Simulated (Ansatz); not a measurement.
`O[SiH](F)[SeH]` + H–F → `O[SiH](F)F` + H₂Se at 500 K and 1 bar (ligand exchange at the Si–Se bond).

Program: Ansatz. Geometries: PBE0-D4/def2-TZVP. ΔE: electronic, gas phase. CBS: MP2 limit from def2 TZ/QZ plus the TZ coupled-cluster correction, frozen cores. This one scheme is used for every species. For Se outer-core shells are correlated without core-valence functions, which leaves a few kJ/mol of doubt a bond. Scalar relativity is left out up to krypton. One conformer a species, not always the lowest.

```
         species  CCSD(T)/CBS energy (Eh)  H − E (kJ/mol)  S (J/(mol·K))
`O[SiH](F)[SeH]`              -2866.70409           130.7          384.7
             H–F               -100.39570            39.4          188.7
    `O[SiH](F)F`               -565.23707           109.1          341.1
            H₂Se              -2401.89790            53.1          237.8
```

H − E and S are ideal-gas, rigid-rotor, harmonic terms from PBE0-D4/def2-TZVP, for one conformer and one mirror image of each species. 1 Eh = 2625.50 kJ/mol, R = 8.31446 J/(mol·K).

Q: By hand: ΔE, ΔH, ΔS and ΔG.

A: ΔE = (-565.23707) + (-2401.89790) − (-2866.70409) − (-100.39570) = -0.03518 Eh = -92.4 kJ/mol. Δ(H − E) = 109.1 + 53.1 − 130.7 − 39.4 = -7.9, so ΔH = -100.3 kJ/mol. ΔS = 341.1 + 237.8 − 384.7 − 188.7 = 5.5 J/(mol·K). ΔG = -100.3 − 500 × (5.5)/1000 = -103.0 kJ/mol.

Q: By hand: the equilibrium constant, and the temperature at which ΔG would vanish if ΔH and ΔS stayed fixed.

A: log₁₀ K = −ΔG/(RT ln 10) = 10.8. ΔH and −TΔS have one sign here, so there is no such temperature. One of them is within its doubt of zero, so this could turn.

The number of gas molecules stays the same, so ΔS is small and ΔH decides. A doubt of 5 kJ/mol in ΔE shifts log₁₀ K by 0.5 here. Other conformers and mirror images would add mixing entropy, several J/(mol·K) or more a flexible species. These are equilibria of isolated gas molecules and say nothing of rates. Largest T1 diagnostic: 0.011 (customary marks: 0.02 for closed shells, 0.045 for open ones).
